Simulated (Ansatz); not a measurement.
`C[CH2][AlH][SiH3]` + PH₃ → `[SiH3][AlH][PH2]` + `CC`  (ligand exchange at the Al–C bond)

Program: Ansatz. Geometries: PBE0-D4/def2-TZVP. ΔE: electronic, gas phase. CBS: MP2 limit from def2 TZ/QZ plus the TZ coupled-cluster correction, frozen cores. This one scheme is used for every species. Functionals use def2-TZVPP. B3LYP here is the variant with VWN-RPA as its local correlation; programs differ in this. Each species was taken in one conformer, which may not be the lowest.

`C[CH2][AlH][SiH3]`:

Z-matrix (Å, degrees):
```
C
C 1 1.527
H 1 1.094 2 111.7
H 1 1.094 2 112.3 3 -120.3
H 1 1.094 2 111.7 3 119.3
Al 2 1.961 1 116.6 3 -59.8
H 2 1.099 1 110.5 3 63.0
H 2 1.099 1 110.5 3 177.6
Si 6 2.463 2 119.5 1 -0.3
H 6 1.594 2 119.5 1 179.7
H 9 1.491 6 114.2 2 -179.4
H 9 1.494 6 110.8 2 59.5
H 9 1.494 6 110.9 2 -58.3
```

PH₃:

```xyz
4

P     0.042    0.472   -0.336
H     0.981   -0.592   -0.375
H    -1.072   -0.408   -0.372
H     0.049    0.528    1.083
```

`[SiH3][AlH][PH2]`:

Cartesian coordinates in Å:
```
Si -0.785 1.520 0.462
Al -0.291 -0.878 0.283
P 0.989 -1.676 -1.485
H -0.256 2.294 -0.697
H -0.162 2.084 1.696
H -2.251 1.780 0.552
H -0.918 -1.934 1.292
H 1.934 -0.618 -1.423
H 1.741 -2.572 -0.680
```

`CC`:

Cartesian coordinates in Å:
```
C -0.345 0.672 -0.078
C 0.345 -0.672 0.078
H -0.146 1.110 -1.059
H -1.429 0.578 0.025
H -0.004 1.386 0.676
H 0.146 -1.110 1.059
H 1.429 -0.578 -0.025
H 0.004 -1.386 -0.675
```

```tsv
level	ΔE (kJ/mol)	difference from CCSD(T)/CBS
PBE-D4	-72.1	-3.9
r2SCAN-D4	-71.7	-3.5
PBE0-D4	-72.7	-4.5
B3LYP-D4	-66.4	1.8
ωB97M-V	-62.7	5.5
B2PLYP	-68.3	-0.1
r2SCAN	-72.5	-4.3
PBE0	-74.3	-6.1
B3LYP	-69.1	-0.9
MP2/def2-TZVPP	-66.9	1.3
CCSD(T)/def2-TZVPP	-66.4	1.8
MP2/def2-QZVPP	-67.8	0.4
SCS-MP2/def2-QZVPP	-66.0	2.2
HF/CBS(def2)	-69.2	-1.0
MP2/CBS(def2)	-68.7	-0.5
CCSD/CBS(def2)	-67.7	0.5
CCSD(T)/CBS	-68.2	0
```

Largest T1 diagnostic among the species: 0.014.
